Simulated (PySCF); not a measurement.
Compound: phenyl isothiocyanate, C₇H₅NS.
SMILES with atom numbers: `[S:1]=[C:2]=[N:3][c:4]1[cH:5][cH:6][cH:7][cH:8][cH:9]1` (hydrogens: H10 on C5; H11 on C6; H12 on C7; H13 on C8; H14 on C9)

Computed with PySCF at PBE0/pcSseg-1 and wB97X-D/def2-SVPD, non-relativistic, on one gas-phase PBE0-D3(BJ)/def2-SVP geometry that isn't relaxed in the solvent. The solvent is an IEF-PCM continuum (Bondi radii, 1.10 Å for H, scaled by 1.2). Only the electrostatic response of the medium enters.

Gas phase at PBE0/pcSseg-1: HOMO -6.77 eV, LUMO -1.44 eV, dipole 3.29 D.

Task: What does the continuum do to the energy, the frontier levels and the dipole at PBE0/pcSseg-1 in chloroform?

Result: 
| solvent | ε | E(solvent) − E(gas) (kcal/mol) | polarisation term (kcal/mol) | distortion of the solute (kcal/mol) | HOMO (eV) | LUMO (eV) | dipole (D) |
| --- | --- | --- | --- | --- | --- | --- | --- |
| chloroform | 4.711 | -2.83 | -3.19 | 0.36 | -6.79 | -1.40 | 4.22 |

The first energy column is the sum of the next two and covers electrostatics alone.

Task: Which radius a makes the point-dipole formula ΔE = −[(ε − 1)/(2ε + 1)]·μ²/a³ give the value in chloroform, with the gas-phase dipole?

Result: μ = 1.295 au and |ΔE| = 0.00451 Eh give a = 2.70 Å; the farthest nucleus lies 4.79 Å from the centroid of the nuclei, so such a sphere wouldn't even hold the nuclei. The formula assumes a rigid point dipole at the centre of a sphere.

Task: Which Hirshfeld charges (PBE0/pcSseg-1) respond most in chloroform (means over atoms taken as equivalent)?

Result: 
```json
{"atoms": "S1", "environment": "sulfur bonded to C", "gas (e)": "-0.124", "solvent (e)": "-0.156", "change": "-0.032"}
{"atoms": "N3", "environment": "isothiocyanate nitrogen", "gas (e)": "-0.072", "solvent (e)": "-0.064", "change": "+0.008"}
{"atoms": "H12", "environment": "aromatic hydrogen", "gas (e)": "+0.055", "solvent (e)": "+0.061", "change": "+0.006"}
{"atoms": "H11/H13", "environment": "aromatic hydrogen", "gas (e)": "+0.057", "solvent (e)": "+0.063", "change": "+0.006"}
{"atoms": "H10/H14", "environment": "aromatic hydrogen", "gas (e)": "+0.056", "solvent (e)": "+0.062", "change": "+0.006"}
{"atoms": "C4", "environment": "aromatic carbon bearing nitrogen", "gas (e)": "+0.058", "solvent (e)": "+0.054", "change": "-0.004"}
```

Task: Which Mayer bond orders change most in chloroform?

Result: 
```
  bond  length (Å)    gas  solvent  change
 S1–C2       1.579  1.721    1.671  -0.050
 C2–N3       1.189  2.057    2.088  +0.031
 N3–C4       1.368  0.941    0.935  -0.006
 C4–C5       1.402  1.368    1.363  -0.005
 C7–C8       1.395  1.420    1.416  -0.004
 C6–C7       1.395  1.423    1.420  -0.003
 C9–C4       1.404  1.367    1.364  -0.003
C6–H11       1.092  0.959    0.958  -0.001
```

Gas phase at wB97X-D/def2-SVPD: HOMO -8.44 eV, LUMO 0.14 eV, dipole 3.45 D.

Task: What does the continuum do to the energy, the frontier levels and the dipole at wB97X-D/def2-SVPD in chloroform?

Result: 
| solvent | ε | E(solvent) − E(gas) (kcal/mol) | polarisation term (kcal/mol) | distortion of the solute (kcal/mol) | HOMO (eV) | LUMO (eV) | dipole (D) |
| --- | --- | --- | --- | --- | --- | --- | --- |
| chloroform | 4.711 | -2.86 | -3.27 | 0.41 | -8.45 | 0.18 | 4.42 |

Task: How does the static polarisability (wB97X-D/def2-SVPD, frozen core, with the continuum's full static response) change?

Result: 
| medium | isotropic (au) | principal values (au) | ⟨r²⟩ of the electrons (bohr²) |
| --- | --- | --- | --- |
| gas | 121.9 | 64.2, 99.6, 201.9 | 1895.2 |
| chloroform | 157.0 | 80.9, 129.0, 261.1 | 1895.8 |

The isotropic value in chloroform is 1.29 times the gas-phase one; no cavity-field correction is applied. ⟨r²⟩ is taken about the centre of nuclear charge.

The run took about 70 s of CPU time (one thread, shared machine). This is the whole shielding run at PBE0/pcSseg-1 in chloroform, SCF included.

Shape of the structure used: `[S:1]=[C:2]=[N:3][c:4]1[cH:5][cH:6][cH:7][cH:8][cH:9]1`: C2–N3–C4–C5 180°.

wB97X-D is run here without its empirical dispersion term; that term would change no orbital, density or response property at a fixed geometry.
